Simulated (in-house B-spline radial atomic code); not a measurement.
# RPA and G0W0 on LDA VWN5: Ag

Configuration [Kr] 4d10 5s1, highest spin, mean-field start LDA VWN5. Computed with an all-electron radial atomic-structure program (B-spline basis): all electrons, scalar-relativistic (spin-free one-electron X2C), finite nucleus, each spin shell either full or empty, empty states to l = 9 with an (l + 1/2)⁻⁴ tail; G0W0 by contour deformation at full frequency.

RPA overbinds a lone outer s electron by self-correlation, and G0W0 tends to as well.

Command:
```bash
python run_gw.py task.json out
```
Settings (radii: box in bohr, nucleus in fm):
```
Z                        47
electrons                47
configuration            [Kr] 4d10 5s1
hamiltonian              x2c
method                   lda,vwn
lmax                     9
rms_radius               4.5454
spin_polarised           True
box_radius               40
intervals                72
ion_configuration        [Kr] 4d10
```

Time taken, with all properties: 10 s on 1 thread of Intel(R) Xeon(R) Platinum 8488C, with other jobs on the host.

Energies (hartree):

| term | value |
| --- | --- |
| mean-field total | -5309.98730 |
| Hartree-Fock functional on these orbitals | -5312.81690 |
| direct second order | -4.3375 |
| second-order exchange | 1.2026 |
| SOSEX correction | 1.0919 |

(1) What is the RPA correlation energy, and what remains with SOSEX?

Quasi-particle levels (eV):

| level | occupied | mean field | Σx - vxc | Σc | QP weight | G0W0 |
| --- | --- | --- | --- | --- | --- | --- |
| 5s up | yes | -4.982 | -1.81 | ? | ? | ? |
| 5s down | no | -4.316 | 5.50 | -2.76 | 0.825 | -1.577 |

G0W0 = mean field + (Σx - vxc) + Σc, with Σc (partial-wave tail included) taken at the quasi-particle energy. Only the outer levels were computed. Levels of low weight are left out.

(2) Where does G0W0 put 5s up?

(3) What does it cost to remove one electron (to [Kr] 4d10) by differences of total energies, each species on its own start (correlation terms add to the Hartree-Fock functional)?

Results:

(1) RPA gives -3.6876 hartree (-2.13 eV per electron); RPA + SOSEX gives -2.5957, and the second-order doubles -3.1348 hartree (no singles). RPA lacks exchange-type terms and so overcorrelates at short range.

(2) At -7.997 eV, with Σc = -1.21 eV and a quasi-particle weight of 0.832. The tabulated removal energy is 7.576 eV (NIST, measured); the calculation leaves out spin-orbit coupling, Breit and QED terms, and what these don't explain is the method's own error.

(3) LDA VWN5 8.254 eV, Hartree-Fock functional 6.155 eV, + RPA 8.093 eV, + RPA + SOSEX 7.357 eV, + second order 8.854 eV. Tabulated: 7.576 eV (NIST, measured); the calculation leaves out spin-orbit coupling, Breit and QED terms, and what these don't explain is the method's own error.
